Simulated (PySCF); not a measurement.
CH2Li2. Atoms are numbered in the order given.

```xyz
5

C      0.0000     0.0000    -0.3454
H      0.0000     0.8947    -1.0046
H      0.0000    -0.8947    -1.0046
Li    -1.6489     0.0000     0.6803
Li     1.6489     0.0000     0.6803
```

Geometry: PBE-D3(BJ)/def2-TZVPD.

These are PySCF 2.14.0 with PBE-D3(BJ)/def2-TZVPD values and carry that method's errors.

No scaling factor is applied to the harmonic values.

Computed vibrational spectrum:
```json
[
 {"mode": "1", "ν (cm⁻¹)": "9", "IR (km/mol)": "152.1", "moving atoms (share of kinetic energy)": "H 75 %, C 24 %"},
 {"mode": "2", "ν (cm⁻¹)": "173", "IR (km/mol)": "86.6", "moving atoms (share of kinetic energy)": "Li 72 %, C 25 %"},
 {"mode": "3", "ν (cm⁻¹)": "333", "IR (km/mol)": "170.7", "moving atoms (share of kinetic energy)": "H 65 %, C 25 %, Li 11 %"},
 {"mode": "4", "ν (cm⁻¹)": "355", "IR (km/mol)": "0.0", "moving atoms (share of kinetic energy)": "H 96 %"},
 {"mode": "5", "ν (cm⁻¹)": "578", "IR (km/mol)": "17.9", "moving atoms (share of kinetic energy)": "Li 78 %, C 19 %"},
 {"mode": "6", "ν (cm⁻¹)": "671", "IR (km/mol)": "1.7", "moving atoms (share of kinetic energy)": "Li 59 %, C 28 %, H 13 %"},
 {"mode": "7", "ν (cm⁻¹)": "1224", "IR (km/mol)": "102.0", "moving atoms (share of kinetic energy)": "H 91 %, C 9 %"},
 {"mode": "8", "ν (cm⁻¹)": "2878", "IR (km/mol)": "117.6", "moving atoms (share of kinetic energy)": "H 95 %"},
 {"mode": "9", "ν (cm⁻¹)": "2947", "IR (km/mol)": "19.6", "moving atoms (share of kinetic energy)": "H 91 %, C 9 %"}
]
```
